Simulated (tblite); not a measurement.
Species: C5H8NPS.
Cartesian coordinates in Å at the GFN2-xTB level; atoms count from 1:
```xyz
16
C5H8NPS angstrom
C     -2.0046    0.1236    0.6241
C     -1.4714    0.7166   -0.6274
C     -0.3467    0.3484   -1.2316
P      0.7344   -0.9935   -0.6738
S      0.0190   -2.7755   -0.4418
C      1.6453   -0.3507    0.8226
C      2.1951    0.9392    0.5344
N      2.6206    1.9660    0.2667
H     -1.4309   -0.7553    0.9147
H     -1.9776    0.8602    1.4283
H     -3.0449   -0.1665    0.4818
H     -2.0610    1.5178   -1.0580
H     -0.0220    0.8244   -2.1481
H      1.7531   -0.8811   -1.6281
H      0.9464   -0.2964    1.6637
H      2.4377   -1.0683    1.0611
```

Level: GFN2-xTB in tblite, geometry and Hessian alike; calculated harmonic values, unscaled, isolated species. Against measured fundamentals such values can be off by several per cent, at times by over 20. Modes of hydrogen on phosphorus can be 10 to 20 % off. One conformer, not necessarily the lowest.

Harmonic wavenumbers (cm⁻¹): 29.1, 69.2, 91.2, 133.1, 148.3, 179.4, 198.2, 256.0, 372.8, 375.5, 448.6, 531.1, 638.0, 679.2, 713.2, 738.9, 768.5, 891.5, 901.6, 908.6, 982.9, 990.7, 1029.0, 1040.3, 1065.1, 1154.3, 1209.1, 1298.8, 1362.8, 1390.6, 1450.4, 1463.4, 1668.0, 2220.2, 2399.3, 2927.6, 2934.9, 2993.0, 3016.8, 3020.5, 3031.9, 3046.4.

A = 1719, B = 1134, C = 816.8 MHz; mass 145.012 u (most abundant isotopes); point group C1, symmetry number 1.

Problem. Zero-point energy?

Solution. ½Σν̃ = 25384 cm⁻¹ = 72.58 kcal/mol.

Problem. Give the ideal-gas entropy at 298.15 K and 1 bar in the rigid-rotor, harmonic-oscillator model (classical rotation).

Solution. Translation 40.85, rotation 29.69, vibration 31.53: S = 102.1 cal/(mol K).

Problem. And Cp and H(298.15 K) − H(0)?

Solution. Cp = 37.14 cal/(mol K), of which vibrations give 29.19 (their classical limit is 42 R = 83.5); H(298.15 K) − H(0) = 7.07 kcal/mol without the zero-point energy, 4.70 from vibrations.

Problem. How do the functions run with temperature in this model?

Solution. 
| T (K) | S (cal/(mol K)) | Cp (cal/(mol K)) | H − H(0) (kcal/mol) | G − H(0) (kcal/mol) | ln q(vib) |
| --- | --- | --- | --- | --- | --- |
| 150 | 81.4 | 24.4 | 2.51 | -9.71 | 3.81 |
| 250 | 95.9 | 33.0 | 5.38 | -18.60 | 6.64 |
| 400 | 114.1 | 45.2 | 11.27 | -34.39 | 10.59 |
| 600 | 134.9 | 57.0 | 21.57 | -59.35 | 15.48 |
| 900 | 160.3 | 68.3 | 40.51 | -103.77 | 22.10 |

q(vib) and H(0) count from the zero-point level.

Problem. Blend soft modes into free rotors: weight 1/[1 + (100 cm⁻¹/ν̃)⁴] for the oscillator and the rest for a rotor with moment μB/(μ + B), μ = h/(8π²ν), B = 10⁻⁴⁴ kg m². What vibrational entropy results?

Solution. 28.44 cal/(mol K) in place of 31.53, which changes −T·S at 298.15 K by +0.92 kcal/mol.

Problem. What must be added to the electronic energy to get the Gibbs energy at 298.15 K and 1 bar?

Solution. ZPE + [H(298.15 K) − H(0)] − T·S = 72.58 + 7.07 − 30.43 = 49.22 kcal/mol.

Hindered rotation and anharmonicity are outside this model. Other conformers, if any are populated, would add a mixing term that is left out. The structure is chiral; the term R ln 2 for an equal mix with its mirror image is left out.

The run took 0.95 s of wall time on one thread of an Arm Neoverse N1, shared host. The figure is for the frequency step alone.
